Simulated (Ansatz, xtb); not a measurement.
Relative energy of two isomers of C5H5NO2S

We compare X, `NC1=CC(=O)C(O)=CS1`, a singlet, with Y, `[H]/N=C1/CC(=O)C(O)=CS1`, a singlet. Both are isolated molecules in the gas phase, relaxed with r2SCAN-D4/def2-SVP; the shapes shown needn't be the lowest conformers.

X (Å):

```xyz
14

C    -0.5627    1.2603   -0.6436
C    -0.2676    0.1239    0.0821
C    -0.9723   -1.1161   -0.0038
C    -2.1287   -1.2354   -0.9298
C    -2.5798   -0.2307   -1.7245
N     0.1781    2.4081   -0.5582
O    -0.7065   -2.1410    0.6507
O    -2.6801   -2.4465   -0.8891
S    -1.8693    1.3525   -1.7933
H     0.8114    2.4894    0.2284
H    -0.2225    3.2781   -0.8876
H     0.5728    0.1574    0.7834
H    -2.1010   -2.8971   -0.2129
H    -3.4367   -0.3546   -2.3913
```

Y (Å):

```yaml
atoms:
  - { symbol: C, position_ang: [-1.4393, 1.2125, 0.4842] }
  - { symbol: C, position_ang: [-0.3903, 0.1364, 0.4546] }
  - { symbol: C, position_ang: [-0.1657, -0.6031, -0.8444] }
  - { symbol: C, position_ang: [-1.2988, -0.8264, -1.7564] }
  - { symbol: C, position_ang: [-2.5363, -0.2991, -1.5601] }
  - { symbol: N, position_ang: [-1.2450, 2.2977, 1.1105] }
  - { symbol: O, position_ang: [0.9161, -1.1052, -1.1270] }
  - { symbol: O, position_ang: [-1.0108, -1.6094, -2.8106] }
  - { symbol: S, position_ang: [-3.0112, 0.8128, -0.3017] }
  - { symbol: H, position_ang: [-2.0616, 2.9183, 1.0741] }
  - { symbol: H, position_ang: [0.5624, 0.5525, 0.8124] }
  - { symbol: H, position_ang: [-0.7012, -0.6403, 1.1833] }
  - { symbol: H, position_ang: [-0.0628, -1.8318, -2.6846] }
  - { symbol: H, position_ang: [-3.3420, -0.5318, -2.2639] }
```

Quicker runs give these differences E(Y) − E(X): GFN2-xTB +9.8 kcal/mol; HF/STO-3G +2.5 kcal/mol (at GFN2-xTB geometries); r2SCAN-D4/def2-SVP//GFN2-xTB +15.1 kcal/mol.

Question: Estimate E(Y) − E(X) at the level CCSD(T)/def2-SVP + ΔMP2/def2-TZVPP.

Answer: Calculated at CCSD(T)/def2-SVP + ΔMP2/def2-TZVPP: E(Y) − E(X) = +9.4 kcal/mol, so structure X lies lower.

How the difference moves with the method:

```
                             level            geometry  E(Y) − E(X) (kcal/mol)  departure from the last row (kcal/mol)  job, with rough time for the two
                          GFN2-xTB            GFN2-xTB                      +9.8                                    +0.4              optimisation, 0.29 s
                         HF/STO-3G            GFN2-xTB                      +2.5                                    −6.9               single point, 1.2 s
      r2SCAN-D4/def2-SVP//GFN2-xTB            GFN2-xTB                     +15.1                                    +5.7               single point, 6.6 s
                r2SCAN-D4/def2-SVP  r2SCAN-D4/def2-SVP                     +14.5                                    +5.1                optimisation, 71 s
                       HF/def2-SVP  r2SCAN-D4/def2-SVP                      +9.3                                    −0.1           part of the CCSD(T) run
                      MP2/def2-SVP  r2SCAN-D4/def2-SVP                     +10.0                                    +0.6           part of the CCSD(T) run
                  CCSD(T)/def2-SVP  r2SCAN-D4/def2-SVP                      +6.5                                    −2.9                      single point
CCSD(T)/def2-SVP + ΔMP2/def2-TZVPP  r2SCAN-D4/def2-SVP                      +9.4                                                     single point, 3.8 min
```

As drawn, Y has 1 C=N, 1 C–C, 1 C–H in place of 1 C–N, 1 C=C, 1 N–H.

The levels shown agree on the order. The largest departure from CCSD(T)/def2-SVP + ΔMP2/def2-TZVPP is that of HF/STO-3G, 6.9 kcal/mol. The last row adds to CCSD(T) the change of the MP2 difference between the two basis sets, here +2.9 kcal/mol.

With thermal terms from frequencies at re-optimised GFN2-xTB minima (ideal gas, soft modes damped towards free rotors, one conformer each, 298.15 K, 1 atm): on the last row, ΔE + ΔZPE = +9.4, ΔH = +9.4, ΔG = +9.1 kcal/mol.

The correlated steps freeze 13 core orbitals. Run with Ansatz 0.2.0, xtb 6.7.1; the last row on 2 threads of Intel(R) Xeon(R) Processor @ 2.70GHz on a shared host.
